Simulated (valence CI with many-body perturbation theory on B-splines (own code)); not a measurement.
## E1 line list for Re LXII

Level of theory: configuration interaction combined with many-body perturbation theory (CI+MBPT): four valence electrons over a frozen Dirac-Fock core [Ne], a basis of 11 s, 11 p, 9 d, 7 f, 5 g, 2 h, 1 i functions for each j, with the one-electron correlation potential Σ1 (screened to all orders), the two-electron term Σ2, the three-electron term Σ3, Breit, model QED; selected single and double excitations, second order for the rest (own B-spline code, finite nucleus).

No measured spectrum was set against this ion. As an estimate, large intervals hold to a few tenths of a per cent, small ones and those within an open d or f shell to about a per cent.

Lines 1 to 50 of 244 in falling wavelength, among levels below 98.247 Ry, chosen from the strongest by gf and those to the six lowest levels. Wavelengths and rates use the calculated energies. Electric multipoles are in the length gauge, E1 and E2 with the static RPA response of the core. Weak lines are less certain than strong ones. Lines between different terms over intervals too small for the method are left out, as are lines whose strength nearly cancels. The highest levels of a list are the least certain.

Levels are named by their leading jj configuration (3d3/2^4 stands for four electrons in 3d with j = 3/2), which in mixed levels can hold well under half, so a name can repeat and another be missing. Letters in brackets count levels of one name in rising energy.

| λ vac (Å) | Upper | Lower | A (s⁻¹) | S (a.u.) |
| --- | --- | --- | --- | --- |
| 103.1 | (3s 3p1/2 3p3/2 3d3/2) J=3 [a] | (3s^2 3p3/2 3d3/2) J=2 | 2.24e+09 | 8.49e-03 |
| 88.86 | (3s 3p1/2^2 3d3/2) J=2 | (3s^2 3p1/2 3d3/2) J=1 | 8.24e+09 | 1.43e-02 |
| 88.16 | (3s 3p1/2 3p3/2 3d5/2) J=4 [a] | (3s^2 3p3/2 3d5/2) J=4 | 2.98e+09 | 9.08e-03 |
| 87.12 | (3s 3p1/2 3p3/2 3d3/2) J=4 | (3s^2 3p3/2 3d3/2) J=3 | 1.00e+10 | 2.94e-02 |
| 81.66 | (3s 3p1/2 3p3/2 3d3/2) J=2 [c] | (3s^2 3p3/2 3d3/2) J=2 | 6.97e+09 | 9.36e-03 |
| 80.95 | (3s 3p1/2 3p3/2 3d5/2) J=4 [b] | (3s^2 3p3/2 3d5/2) J=3 | 6.82e+09 | 1.61e-02 |
| 78.21 | (3s 3p1/2 3p3/2 3d3/2) J=3 [b] | (3s^2 3p3/2 3d3/2) J=2 | 4.23e+09 | 6.99e-03 |
| 76.81 | (3s 3p1/2 3p3/2 3d3/2) J=1 [b] | (3s^2 3p3/2 3d3/2) J=0 | 8.67e+09 | 5.82e-03 |
| 76.43 | (3s 3p1/2 3p3/2 3d5/2) J=3 [a] | (3s^2 3p3/2 3d5/2) J=2 | 6.05e+09 | 9.32e-03 |
| 76.06 | (3s 3p1/2^2 3p3/2) J=2 | (3s^2 3p1/2 3p3/2) J=2 | 1.26e+10 | 1.37e-02 |
| 75.63 | (3s 3p1/2 3p3/2 3d5/2) J=5 | (3s^2 3p3/2 3d5/2) J=4 | 2.20e+10 | 5.18e-02 |
| 75.54 | (3s^2 3p3/2^2) J=2 | (3s^2 3p1/2 3d3/2) J=2 | 2.13e+07 | 2.26e-05 |
| 75.26 | (3s 3p1/2 3p3/2 3d3/2) J=2 [d] | (3s^2 3p3/2 3d3/2) J=1 | 8.26e+09 | 8.69e-03 |
| 74.80 | (3s 3p1/2 3p3/2^2) J=3 | (3s^2 3p3/2^2) J=2 | 1.44e+10 | 2.08e-02 |
| 73.81 | (3s 3p1/2 3p3/2 3d5/2) J=4 [c] | (3s^2 3p3/2 3d5/2) J=3 | 1.34e+10 | 2.39e-02 |
| 73.79 | (3p1/2^2 3p3/2 3d3/2) J=2 | (3s 3p1/2 3p3/2 3d3/2) J=3 [b] | 7.23e+09 | 7.17e-03 |
| 73.41 | (3s 3p1/2 3p3/2 3d3/2) J=1 [c] | (3s^2 3p3/2 3d3/2) J=1 | 1.51e+10 | 8.82e-03 |
| 72.72 | (3s 3p1/2^2 3d5/2) J=3 | (3s^2 3p1/2 3d5/2) J=3 | 1.77e+10 | 2.35e-02 |
| 72.20 | (3s 3p1/2^2 3d5/2) J=3 | (3s^2 3p1/2 3d5/2) J=2 | 2.87e+10 | 3.74e-02 |
| 72.17 | (3s 3p1/2 3p3/2^2) J=1 [a] | (3s^2 3p3/2^2) J=0 | 1.16e+10 | 6.47e-03 |
| 71.89 | (3s 3p1/2^2 3p3/2) J=2 | (3s^2 3p1/2 3p3/2) J=1 | 1.56e+10 | 1.43e-02 |
| 71.88 | (3s 3p1/2 3p3/2 3d5/2) J=1 [c] | (3s^2 3p3/2 3d5/2) J=1 | 1.82e+10 | 9.99e-03 |
| 71.87 | (3s 3p1/2 3p3/2 3d3/2) J=3 [c] | (3s^2 3p3/2 3d3/2) J=3 | 1.93e+10 | 2.47e-02 |
| 71.72 | (3s 3p1/2 3p3/2 3d5/2) J=3 [b] | (3s^2 3p3/2 3d5/2) J=2 | 1.70e+10 | 2.17e-02 |
| 71.69 | (3s^2 3d3/2^2) J=2 | (3s^2 3p3/2 3d5/2) J=2 | 7.04e+09 | 6.40e-03 |
| 71.48 | (3s 3p1/2 3p3/2 3d5/2) J=1 [a] | (3s^2 3p3/2 3d5/2) J=2 | 1.31e+10 | 7.07e-03 |
| 70.96 | (3p1/2^2 3p3/2 3d3/2) J=2 | (3s 3p1/2 3p3/2 3d3/2) J=2 [c] | 1.30e+10 | 1.14e-02 |
| 70.83 | (3s 3p1/2 3p3/2 3d5/2) J=2 [c] | (3s^2 3p3/2 3d5/2) J=1 | 1.54e+10 | 1.35e-02 |
| 70.15 | (3s 3p1/2^2 3d3/2) J=1 | (3s^2 3p1/2 3d3/2) J=2 | 3.59e+10 | 1.83e-02 |
| 69.77 | (3s 3p1/2 3p3/2 3d3/2) J=3 [a] | (3s 3p1/2 3p3/2^2) J=2 [b] | 4.91e+09 | 5.77e-03 |
| 68.04 | (3s 3p1/2 3p3/2 3d3/2) J=2 [b] | (3s 3p1/2 3p3/2^2) J=1 [a] | 1.07e+10 | 8.30e-03 |
| 67.95 | (3s 3p1/2 3p3/2 3d3/2) J=2 [b] | (3s 3p1/2 3p3/2^2) J=2 [b] | 1.44e+10 | 1.11e-02 |
| 67.78 | (3s 3p1/2 3p3/2 3d5/2) J=2 [d] | (3s^2 3p3/2 3d5/2) J=1 | 1.52e+10 | 1.17e-02 |
| 67.70 | (3s 3p1/2 3p3/2 3d5/2) J=2 [b] | (3s^2 3p3/2 3d5/2) J=2 | 1.22e+10 | 9.34e-03 |
| 67.26 | (3s 3p1/2^2 3d3/2) J=2 | (3s^2 3p1/2 3d3/2) J=2 | 2.76e+10 | 2.07e-02 |
| 67.23 | (3s 3p1/2 3p3/2 3d5/2) J=3 [d] | (3s^2 3p3/2 3d5/2) J=3 | 2.36e+10 | 2.48e-02 |
| 67.13 | (3s 3p1/2^2 3d5/2) J=2 | (3s^2 3p1/2 3d5/2) J=3 | 3.96e+10 | 2.95e-02 |
| 66.85 | (3s 3p1/2 3p3/2 3d5/2) J=2 [c] | (3s^2 3p3/2 3d5/2) J=3 | 1.55e+10 | 1.14e-02 |
| 66.69 | (3s 3p1/2^2 3d5/2) J=2 | (3s^2 3p1/2 3d5/2) J=2 | 9.90e+09 | 7.25e-03 |
| 66.56 | (3s 3p1/2 3p3/2 3d5/2) J=4 [b] | (3s^2 3p3/2 3d5/2) J=4 | 8.33e+09 | 1.09e-02 |
| 66.07 | (3s^2 3p3/2^2) J=2 | (3s 3p1/2^2 3p3/2) J=1 | 1.87e+08 | 1.33e-04 |
| 65.68 | (3s 3p1/2 3p3/2 3d3/2) J=2 [a] | (3s 3p1/2 3p3/2^2) J=3 | 1.37e+10 | 9.60e-03 |
| 64.92 | (3s 3p1/2^2 3p3/2) J=1 | (3s^2 3p1/2 3p3/2) J=2 | 4.51e+10 | 1.83e-02 |
| 64.45 | (3s 3p1/2 3p3/2^2) J=2 [b] | (3s^2 3p3/2^2) J=2 | 2.61e+10 | 1.73e-02 |
| 64.37 | (3s 3p1/2 3p3/2^2) J=1 [a] | (3s^2 3p3/2^2) J=2 | 1.95e+10 | 7.70e-03 |
| 64.12 | (3s 3p1/2 3p3/2 3d5/2) J=2 [d] | (3s^2 3p3/2 3d5/2) J=3 | 1.63e+10 | 1.06e-02 |
| 63.73 | (3s 3p1/2 3p3/2 3d3/2) J=1 [d] | (3s^2 3p3/2 3d3/2) J=2 | 1.92e+10 | 7.36e-03 |
| 63.68 | (3p1/2^2 3p3/2^2) J=0 | (3s 3p1/2 3p3/2^2) J=1 [a] | 8.13e+10 | 1.04e-02 |
| 62.59 | (3s 3p1/2 3p3/2 3d5/2) J=3 [c] | (3s^2 3p3/2 3d5/2) J=4 | 3.34e+10 | 2.83e-02 |
| 61.90 | (3s 3p1/2^2 3d3/2) J=1 | (3s 3p1/2^2 3p3/2) J=1 | 1.60e+10 | 5.61e-03 |
